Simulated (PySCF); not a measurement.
Molfile (atoms numbered from 1):
```
C5H11NOSi
     RDKit          3D

 19 18  0  0  0  0  0  0  0  0999 V2000
   -1.4251    1.7350    1.0577 C   0  0  0  0  0  0  0  0  0  0  0  0
   -1.8206    0.9146    0.1030 C   0  0  0  0  0  0  0  0  0  0  0  0
   -0.9529   -0.0936   -0.5997 C   0  0  2  0  0  0  0  0  0  0  0  0
   -1.6537   -1.4536   -0.6750 C   0  0  0  0  0  0  0  0  0  0  0  0
    0.3445   -0.2333    0.0295 N   0  0  0  0  0  0  0  0  0  0  0  0
    1.5102    0.0791   -0.5754 C   0  0  0  0  0  0  0  0  0  0  0  0
    1.5577    0.4926   -1.7223 O   0  0  0  0  0  0  0  0  0  0  0  0
    3.1298   -0.1715    0.4212 Si  0  0  0  0  0  4  0  0  0  0  0  0
   -2.0997    2.4388    1.5133 H   0  0  0  0  0  0  0  0  0  0  0  0
   -0.4076    1.7544    1.4128 H   0  0  0  0  0  0  0  0  0  0  0  0
   -2.8454    0.9296   -0.2426 H   0  0  0  0  0  0  0  0  0  0  0  0
   -0.7460    0.2640   -1.6175 H   0  0  0  0  0  0  0  0  0  0  0  0
   -2.5928   -1.3629   -1.2139 H   0  0  0  0  0  0  0  0  0  0  0  0
   -1.0227   -2.1714   -1.1940 H   0  0  0  0  0  0  0  0  0  0  0  0
   -1.8615   -1.8272    0.3265 H   0  0  0  0  0  0  0  0  0  0  0  0
    0.3529   -0.5682    0.9798 H   0  0  0  0  0  0  0  0  0  0  0  0
    3.8395   -1.3131   -0.1500 H   0  0  0  0  0  0  0  0  0  0  0  0
    2.7623   -0.4531    1.8159 H   0  0  0  0  0  0  0  0  0  0  0  0
    3.9212    1.0490    0.3232 H   0  0  0  0  0  0  0  0  0  0  0  0
  1  2  2  0
  2  3  1  0
  3  4  1  0
  3  5  1  0
  5  6  1  0
  6  7  2  0
  6  8  1  0
  1  9  1  0
  1 10  1  0
  2 11  1  0
  3 12  1  6
  4 13  1  0
  4 14  1  0
  4 15  1  0
  5 16  1  0
  8 17  1  0
  8 18  1  0
  8 19  1  0
M  END
```

[PySCF: GFN2-xTB geometry; NMR shieldings at PBE0/pcSseg-1/GIAO; one computed conformer; rapidly exchanging positions averaged; isolated molecule; relativity neglected]

Scale: 13C, 1H, 29Si against TMS; 15N against NH3; 17O against H2O (reference shieldings calculated alike).

| atoms | nucleus | count | δ (ppm) |
| --- | --- | --- | --- |
| N5 | 15N | 1 | 169.8 |
| Si8 | 29Si | 1 | ? |
| C3 | 13C | 1 | 45.8 |
| H11 | 1H | 1 | 6.21 |
| H17/H18/H19 | 1H | 3 | 4.01 |
| C1 | 13C | 1 | 118.1 |
| C6 | 13C | 1 | ? |
| O7 | 17O | 1 | 483.2 |
| C2 | 13C | 1 | ? |
| H12 | 1H | 1 | ? |
| H10 | 1H | 1 | 5.49 |
| C4 | 13C | 1 | 24.7 |
| H13/H14/H15 | 1H | 3 | 1.18 |
| H9 | 1H | 1 | ? |
| H16 | 1H | 1 | 4.90 |

Question: Fill in the missing shifts.

Answer: 
- C6: 178.7 ppm, carbonyl carbon
- C2: 149.8 ppm, alkene CH; the olefinic region
- H12: 5.43 ppm, hydrogen on an allylic sp3 CH bonded to N; its carbon carries N, hence the downfield position
- H9: 5.41 ppm, hydrogen on a terminal =CH2 carbon; attached to an sp2 carbon and in the plane of the double bond
- Si8: -88.9 ppm, silicon bonded to C, 3 H

Exchangeable OH/NH protons stand at their gas-phase positions; hydrogen bonding in a real sample shifts them, mostly to higher δ. Shifts are as computed. Against solution values, carbons near 30 ppm lie about +3 ppm off and those near 130 ppm about +5 ppm. Of 1309 compounds with measured shifts, 239 miss one by over three times the rms of a fit or turn the order of signals round; such compounds aren't used in these exercises. Hydrogen bonding in solution shields acid and N–H amide carbonyl oxygens by tens of ppm. The C=O carbon of an acid or of an amide with N–H lies up to 10 ppm further downfield in solution, through hydrogen bonding that the calculation lacks. Unscaled 17O shifts of doubly bonded oxygen tend to come out too high, by tens of ppm or more. Experimental scales use liquid or dissolved standards, which lie at an offset from isolated NH3 (liquid NH3: subtract about 20 ppm) and H2O (liquid H2O: subtract about 36 ppm). Unscaled 15N shifts of sp2 nitrogen come out 20 to 40 ppm too high even then.
